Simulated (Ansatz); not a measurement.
C₂H₃Ga, SMILES `C#[C][GaH2]` at its PBE0-D4/def2-TZVP geometry, where that method's forces vanish. Total charge 0; spin multiplicity 1.

```csv
atom,x (Å),y (Å),z (Å)
C1,0.3468,-1.0868,1.4332
C2,0.1165,-0.3687,0.4874
Ga3,-0.2452,0.7678,-1.0122
H4,0.5494,-1.7199,2.2672
H5,-1.7073,0.8289,-1.5531
H6,0.9398,1.5786,-1.6225
```

Q: For each bond, give half the difference of the two atoms' forces along it (eV/Å; positive pushes the atoms apart) under PBE-D4, r2SCAN-D4, B3LYP-D4, ωB97M-V in def2-TZVPP. (Estimate.)

A: Computed: 
| bond | length (Å) | PBE-D4 | r2SCAN-D4 | B3LYP-D4 | ωB97M-V |
| --- | --- | --- | --- | --- | --- |
| C1–C2 | 1.210 | 0.96 | 0.42 | -0.02 | -0.30 |
| C1–H4 | 1.067 | -0.34 | -0.22 | -0.11 | 0.06 |
| C2–Ga3 | 1.916 | -0.50 | -0.22 | 0.14 | 0.29 |
| Ga3–H5 | 1.560 | 0.04 | -0.07 | -0.04 | -0.12 |
| Ga3–H6 | 1.560 | 0.04 | -0.07 | -0.04 | -0.12 |

B3LYP here is the variant with VWN-RPA as its local correlation; programs differ in this.
